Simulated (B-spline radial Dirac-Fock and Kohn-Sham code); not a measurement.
**Tl²⁺ 6s: cross section and angular parameters**

System: Tl²⁺, [Xe] 4f14 5d10 6s1; threshold 29.16 eV (orbital energy of the model). Calculated with a radial finite-basis atomic code, using Dirac-Hartree-Slater photoionisation with a Latter tail; cross sections with all multipoles, angular parameters from the dipole term and its interference with E2.

Input file task.json (cfg lists n, l and occupation; rrms is the nuclear radius in fm):

```json
{"items": [{
  "Z": 81,
  "q": 2,
  "cfg": [[1, 0, 2], [2, 0, 2], [2, 1, 6], [3, 0, 2], [3, 1, 6], [3, 2, 10], [4, 0, 2], [4, 1, 6], [4, 2, 10], [4, 3, 14], [5, 0, 2], [5, 1, 6], [5, 2, 10], [6, 0, 1]],
  "A": 205,
  "rrms": 5.4759,
  "do": "xps",
  "hv": [51.5, 76.4, 80, 148.0, 153.0, 194.0, 219.0, 291.0, 526.0, 627.0, 659.0, 1010.0, 1060.0, 1253.6, 1290.0, 1486.9, 1700.0, 2000, 2350.0, 4960.0, 5740.0, 6000, 6670.0, 7510.0, 8047.8, 9251.7, 11500.0, 12000, 12400.0]
}]}
```

Command: `python xray2_run.py task.json out`

```
hν (eV)  σ (kb)       β       γ
   51.5    21.2  -0.328  -0.135
   76.4       ?       ?       ?
     80    16.7   0.704  -0.093
    148    11.1   1.396   0.114
    153    10.8   1.415   0.127
    194    8.20   1.522   0.207
    219    7.09   1.564   0.242
    291    5.04   1.647   0.316
    526    2.28   1.757   0.437
    627    1.78   1.781   0.461
    659    1.66   1.787   0.466
   1010   0.885   1.830   0.483
   1060   0.823   1.834   0.481
 1253.6   0.637   1.847   0.469
   1290   0.609   1.849   0.466
 1486.9   0.487   1.859   0.446
   1700   0.393   1.867   0.419
   2000   0.301   1.876   0.377
   2350   0.231   1.884   0.325
   4960  0.0637   1.911   0.010
   5740  0.0488   1.915  -0.051
   6000  0.0450   1.916  -0.068
   6670  0.0371   1.919  -0.105
   7510  0.0297   1.921  -0.139
 8047.8  0.0261   1.922  -0.155
 9251.7  0.0200   1.925  -0.175
  11500  0.0131   1.928  -0.163
  12000  0.0120   1.928  -0.154
  12400  0.0113   1.929  -0.145
```

Problem. Give the values at 76.4 eV.

Solution. σ = 17.0 kb, β = 0.615, γ = -0.107. For an s subshell δ is negligible.
